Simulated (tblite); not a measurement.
C5H2F6.
Numbering: `[CH2:1]=[C:2]=[C:3]([C:4]([F:5])([F:6])[F:7])[C:8]([F:9])([F:10])[F:11]` (hydrogens: H12, H13 on C1)

Computed with GFN2-xTB (tblite), gas phase: Langevin dynamics at 600 K from the optimised GFN2-xTB geometry, time step 0.5 fs, friction 0.01 fs⁻¹, 2000 steps.

The start geometry, which sets the zero of energy:
```
atom  x, y, z in Å
C1      2.397    0.242   -0.150
C2      1.121    0.113   -0.071
C3     -0.175   -0.017    0.010
C4     -0.825   -1.352    0.284
F5     -1.267   -1.937   -0.838
F6     -1.871   -1.249    1.107
F7      0.037   -2.208    0.846
C8     -1.107    1.157   -0.167
F9     -0.507    2.161   -0.818
F10    -1.517    1.656    1.008
F11    -2.203    0.838   -0.858
H12     2.993    0.474    0.717
H13     2.918    0.123   -1.086
```

Question: These frames come from the run, each turned onto the start geometry. Order them by potential energy, lowest first.
A.
```
atom  x, y, z in Å
C1      2.299    0.259   -0.043
C2      1.059    0.012   -0.175
C3     -0.216   -0.109   -0.129
C4     -0.834   -1.351    0.213
F5     -1.513   -2.111   -0.761
F6     -1.730   -1.326    1.214
F7      0.192   -2.245    0.487
C8     -1.003    1.199   -0.224
F9     -0.599    1.990   -1.207
F10    -1.037    1.866    0.955
F11    -2.279    0.981   -0.432
H12     2.581    0.532    0.896
H13     3.076    0.303   -0.813
```
B.
```
atom  x, y, z in Å
C1      2.375    0.296    0.171
C2      1.128   -0.019    0.040
C3     -0.152   -0.129   -0.054
C4     -0.842   -1.348    0.114
F5     -1.606   -1.685   -0.886
F6     -1.522   -1.424    1.220
F7      0.051   -2.405    0.311
C8     -1.071    1.102   -0.296
F9     -0.991    1.857   -1.369
F10    -0.726    2.063    0.577
F11    -2.390    0.852   -0.074
H12     2.874    0.699    0.997
H13     2.867    0.140   -0.766
```
C.
```
atom  x, y, z in Å
C1      2.404    0.461    0.061
C2      1.089    0.244   -0.100
C3     -0.126   -0.083   -0.033
C4     -0.825   -1.446    0.158
F5     -1.811   -1.460   -0.627
F6     -1.178   -1.463    1.434
F7     -0.125   -2.520   -0.003
C8     -1.013    1.121   -0.255
F9     -0.771    1.646   -1.428
F10    -1.066    2.103    0.759
F11    -2.357    0.738   -0.351
H12     2.714    0.562    1.067
H13     3.060    0.099   -0.699
```
D.
```
atom  x, y, z in Å
C1      2.340    0.319   -0.043
C2      1.094    0.059   -0.051
C3     -0.228   -0.077   -0.084
C4     -0.841   -1.361    0.189
F5     -1.489   -2.035   -0.834
F6     -1.726   -1.325    1.196
F7      0.120   -2.259    0.639
C8     -1.164    1.197   -0.188
F9     -0.464    1.960   -1.123
F10    -1.142    1.812    0.954
F11    -2.377    0.933   -0.620
H12     2.938    0.487    0.845
H13     2.933    0.291   -0.897
```
E.
```
atom  x, y, z in Å
C1      2.418    0.199    0.101
C2      1.104    0.156   -0.089
C3     -0.201    0.050   -0.156
C4     -0.773   -1.357    0.094
F5     -1.240   -1.909   -1.045
F6     -1.734   -1.393    0.983
F7      0.176   -2.161    0.579
C8     -1.199    1.215   -0.217
F9     -1.379    1.779   -1.366
F10    -0.742    2.225    0.561
F11    -2.388    0.875    0.237
H12     2.963    0.245    1.034
H13     2.990    0.075   -0.734
```

Answer: E (0.420 eV), D (0.509 eV), A (0.675 eV), B (0.805 eV), C (1.200 eV).

In the order of the answer:

```
t (fs)  E above start (eV)  largest force (eV/Å)  rms force component (eV/Å)  rms distance from start (Å)  rms bond change (Å)  bond most changed (Å)
   750               0.420                  3.62                       0.934                        0.568                0.029          C1–H13 -0.058
    75               0.509                  3.79                       1.028                        0.229                0.043           C3–C8 +0.075
   100               0.675                  4.15                       1.112                        0.328                0.041           C3–C4 -0.081
   350               0.805                  3.55                       1.133                        0.510                0.041           C3–C4 -0.099
   450               1.200                  6.38                       1.691                        0.558                0.047           C4–F5 -0.080
```

What follows is the cost of the whole dynamics run. Hardware: one thread of an Intel Xeon 6975P-C, shared host with 192 logical CPUs at a one-minute load of 54. Cost: 10 s, 0.19 GiB resident at most.
